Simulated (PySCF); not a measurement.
[Zr(Br)4], neutral singlet in the gas phase. 

Z-matrix (Å, degrees):
```
Zr
Br 1 2.4835
Br 1 2.4836 2 109.48
Br 1 2.4836 2 109.43 3 119.92
Br 1 2.4839 2 109.41 4 120.08
```
Charge 0, spin multiplicity 1.

All levels are single points at this geometry (TPSS-D3(BJ)/def2-SVP); Pople sets use spherical d functions. Orbital energies aren't observables, and empty levels follow the basis.

PBE-D3(BJ)/def2-TZVP in PySCF gives HOMO (eV) = -7.66.

### Question
Estimate the HOMO (eV) from each of these levels: TPSSh-D3(BJ)/def2-TZVP in PySCF; B3LYP/6-311+G** (LANL2DZ on Br, Zr) in PySCF; B3LYP/6-31G* (LANL2DZ on Zr) in PySCF; B3LYP/LANL2DZ in PySCF; HF/6-31G* (LANL2DZ on Zr) in PySCF.

### Answer

```
level                                         HOMO (eV)
--------------------------------------------  ---------
TPSSh-D3(BJ)/def2-TZVP in PySCF                   -8.27
B3LYP/6-311+G** (LANL2DZ on Br, Zr) in PySCF      -8.84
B3LYP/6-31G* (LANL2DZ on Zr) in PySCF             -8.66
B3LYP/LANL2DZ in PySCF                            -8.84
HF/6-31G* (LANL2DZ on Zr) in PySCF               -11.82
```
